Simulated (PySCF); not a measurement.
Electron correlation in Rb (rubidium, neutral)

[Kr] 4d1, 2D determinant (an excited configuration). Calculation: PySCF 2.14, in def2-TZVPPD with the def2 core potential (28 electrons) (6s4p3d1f, 40 functions); a scalar-relativistic core potential. Frozen: nothing; 9 electrons correlated.

```csv
level,correlation energy (mhartree)
CCSD,-96.79
(T),-1.59
CCSD(T),-98.38
```

Diagnostics: T1 = 0.0099, D1 = 0.0344, largest double amplitude 0.029.

Cost of the coupled-cluster step: of the order of 1.7 core-seconds, for 9 correlated electrons.

The basis has no tight functions for the innermost shells, so their pair energies are far from complete.

This basis was not built for core-valence correlation, so the inner-shell part is incomplete.
